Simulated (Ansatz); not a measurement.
Consider the atomization: `[OH][Ga]1[CH2][S]1` → C• + Ga• + 3 H• + O• + S•.

Gas-phase electronic energies from Ansatz, PBE0-D4/def2-TZVP geometries. CCSD(T)/CBS is the MP2 limit (def2-TZVPP, def2-QZVPP) plus CCSD(T) − MP2 in def2-TZVPP, frozen cores. This one scheme is used for every species, atoms too. DFT in def2-TZVPP. HSE06 is defined as in plane-wave codes. No spin–orbit coupling; open shells (•) take unrestricted orbitals. Spin–orbit coupling would lower the free atoms: a little for C, O, S; clearly for Ga. Bonds to Ga are less sure, by a few kJ/mol each and by 10 to 20 or more in all where they break to atoms, as the def2 sets lack core-valence functions. Scalar relativity is left out up to krypton. One conformer a species, not always the lowest.

```
             level  ΔE (kJ/mol)  difference from CCSD(T)/CBS
         r2SCAN-D4       2352.8                          5.1
        r2SCAN0-D4       2292.8                        -54.9
           ωB97M-V       2331.7                        -16.0
              PBE0       2319.5                        -28.2
           r2SCANh       2324.4                        -23.3
             HSE06       2322.9                        -24.8
      MP2/def2-SVP       2223.9                       -123.8
    MP2/def2-TZVPP       2354.6                          6.9
CCSD(T)/def2-TZVPP       2278.6                        -69.1
   CCSD/def2-QZVPP       2262.0                        -85.7
       CCSD(T)/CBS       2347.7                            0
```

Largest T1 diagnostic among the species: 0.015.

From PBE to PBE0 (25 % exact exchange), in def2-TZVPP and without D4, ΔE moves by −62.1 kJ/mol: exact exchange takes away binding that semilocal exchange gives to molecules. The D4 term adds +24.6 kJ/mol with B3LYP and +12.7 kJ/mol with PBE0; it sums over pairs of atoms, weighted by their polarisabilities, and B3LYP, whose exchange is more repulsive, gets the larger term.

B3LYP here is the variant with VWN-RPA as its local correlation; programs differ in this.

For atomizations the MP2-based limit and the directly extrapolated one differ by several kJ/mol either way, and by 10 to 25 for some Ge, Se and Sn compounds, so smaller differences from it don't rank the levels.
